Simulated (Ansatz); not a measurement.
Wavefunction ladder for C$_{2}$H$_{8}$ClN$_{2}$Nb, SMILES `C[N]=[Nb]([CH3])([NH2])[Cl]`

Cartesian coordinates in Å:
```
C 0.309 2.014 1.386
N 0.024 1.003 0.432
Nb -0.480 -0.172 -0.746
C -0.606 -1.986 0.416
N 1.070 -0.349 -1.932
Cl -2.537 0.326 -1.730
H -0.463 2.790 1.383
H 1.271 2.491 1.168
H 0.365 1.589 2.394
H -0.834 -2.835 -0.240
H -1.424 -1.880 1.138
H 0.308 -2.209 0.971
H 1.047 -0.919 -2.770
H 1.951 0.139 -1.872
```

The species carries charge 0 and has multiplicity 1. Correlated methods include outer-core shells of Nb, which these sets cover unevenly. Nb: def2 effective core potential. Geometry: relaxed with PBE0-D4/def2-TZVP. It is one conformer, not always the lowest. Frozen core, restricted reference, Ansatz.

| basis | HF (Eh) | MP2 corr. |
| --- | --- | --- |
| def2-SVP | -704.97156 | -1.11921 |
| def2-TZVPP | -705.36717 | -1.46051 |
| def2-QZVPP | -705.39337 | -1.57744 |

**Question.** Estimate the CCSD correlation energy and the (T) correction in each basis where they were run (hartree).

**Answer.** 
```tsv
basis	CCSD corr.	(T)
def2-SVP	-1.13899	-0.04880
def2-TZVPP	-1.46779	-0.07711
```
